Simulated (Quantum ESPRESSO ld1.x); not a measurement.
Problem. The mean radii <r> (bohr) of the occupied orbitals of an atom or ion are listed with their occupations. Calculated with ld1.x of Quantum ESPRESSO 7.5: Dirac Kohn-Sham, LDA (Slater exchange, VWN5 correlation), spin-unpolarised, spherical densities, point nucleus.

| orbital | occ. | <r> |
|---|---|---|
| 1s1/2 | 2 | 0.03114 |
| 2s1/2 | 2 | 0.1347 |
| 2p1/2 | 2 | 0.1142 |
| 2p3/2 | 4 | 0.1192 |
| 3s1/2 | 2 | 0.3689 |
| 3p1/2 | 2 | 0.3604 |
| 3p3/2 | 4 | 0.3714 |
| 3d3/2 | 4 | 0.3439 |
| 3d5/2 | 6 | 0.3474 |
| 4s1/2 | 2 | 0.9051 |
| 4p1/2 | 2 | 0.9660 |
| 4p3/2 | 4 | 0.9958 |
| 4d3/2 | 3.2 | 1.242 |
| 4d5/2 | 4.8 | 1.256 |

Name the element and its charge. Open shells, if any, are shared by 2j + 1.

Solution. Z = 47, silver, charge +3: Ag3+ in [Kr] 4d8. The 1s radius gives Z: for a bare nucleus <r> = (2 gamma + 1)/(2Z) with gamma = sqrt(1 - (Z/c)^2), 0.03062 bohr for Z = 47, and screening makes it slightly larger (0.03114 here). The occupations add up to 44, and the charge is Z minus that.
